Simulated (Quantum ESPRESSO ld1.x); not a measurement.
Results of a calculation; reference values are marked as such.
One sound ld1.x (Quantum ESPRESSO 7.5) input for the promethium ion Pm+ gives E = -9654.233 hartree in 33 iterations:

```
 &input
    zed=61.0,
    iswitch=1,
    rel=0,
    dft='PBESOL',
    config='[Xe] 4f5 6s1',
    prefix='ld1',
    max_out_wfc=37,
    file_charge='ld1.rho',
 /
```

Changed or added lines, one case at a time, and what came of them:

- zed=-3.0: refused. The program stops in ld1_readin with "wrong nuclear charge zed:  -3.00": zed must lie above 0 and at most 103.
- config='[Xe] 4f5 6s1 5g1': refused. The program stops in el_config with "l not found:G": the config string knows s, p, d and f alone.
- dft='R2SCAN': refused. The program stops in set_dft_from_name with "libxc needed for this functional": this build has no Libxc.
- lsd=1 dft='PBE': silently wrong. The run ends normally, but in this build (ld1.x 7.5) Etot and Exc of a spin-polarised run lack the gradient corrections of exchange and correlation and come out near their LSDA values (nitrogen, PBE: -54.132 hartree against -54.536 from two other codes). The eigenvalues and orbitals are those of the GGA; the energies must not be used.
- dft='HF': refused. The program stops in ld1_setup with "HF not implemented yet": ld1.x has no Hartree-Fock; KLI and OEP are its exact-exchange options.
- config='[Xe] 4f5 6s1 1s1': refused. The program stops in el_config with "wavefunction 1S found too many times": the bracketed core already holds 1s.
- rel=2 lsd=1: refused. The program stops in ld1_readin with "local spin density and spin-orbit not allowed": spin polarisation goes with rel = 0 or 1 alone.
